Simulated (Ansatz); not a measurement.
Geometry optimisation, RKS B3LYP/def2-SVP in Ansatz 0.2.0.

Input file:

```yaml
crystal:
  periodic: [false, false, false]
  atoms:
    - { symbol: Mo, position_ang: [-0.13731, -0.134771, -0.028037] }
    - { symbol: Cl, position_ang: [-0.109358, -0.097024, 2.269511] }
    - { symbol: F, position_ang: [1.692333, -0.130218, -0.137173] }
    - { symbol: F, position_ang: [-0.164054, 1.692921, -0.151483] }
    - { symbol: F, position_ang: [-1.970528, -0.145308, -0.029873] }
    - { symbol: F, position_ang: [-0.119048, -1.968048, -0.025251] }
    - { symbol: F, position_ang: [-0.197278, -0.208239, -1.86551] }
    - { symbol: H, position_ang: [1.684746, 1.710999, 1.177219] }
    - { symbol: H, position_ang: [1.673097, 1.730489, 1.892595] }
basis:
  gaussian: { orbitals: def2-SVP }
hamiltonian:
  xc: b3lyp
relax:
  f_tol: 0.03
  max_steps: 50
output:
  orbitals: {}
```

Run as:

```bash
$ ansatz run input.yaml --threads 4 --pin off --max-ram 5120MiB --backend cpu --events-out ev --progress --plain --runs-dir out
```

Task: Where does it end, and by what steps?

Result: The run converged. The force dipped under the threshold on the way, but the program's further checks kept it going. After 9 steps the energy has fallen by 0.319 eV; H8 moved furthest, 1.04 Å.

```tsv
step	energy less start (eV)	largest force component (eV/Å)	accepted
0	0.0000	1.637	yes
1	-0.1828	0.198	yes
2	-0.2473	0.106	yes
3	-0.2903	0.079	yes
4	-0.3105	0.087	yes
5	-0.3159	0.055	yes
6	-0.3174	0.016	yes
7	-0.3182	0.023	yes
8	-0.3185	0.021	yes
9	-0.3186	0.026	yes
```

```xyz
9
Properties=species:S:1:pos:R:3
Mo -0.323 -0.327 -0.129
Cl -0.365 -0.360 2.146
F 1.510 -0.318 -0.143
F -0.332 1.506 -0.151
F -2.155 -0.336 -0.206
F -0.313 -2.159 -0.199
F -0.291 -0.303 -1.969
H 2.357 2.436 1.503
H 2.263 2.312 2.249
```

Whether the end is a true minimum wasn't checked by a vibrational analysis.

The run took 34 s on 4 threads of Arm Neoverse V2, on a shared host, peak memory 0.36 GiB.
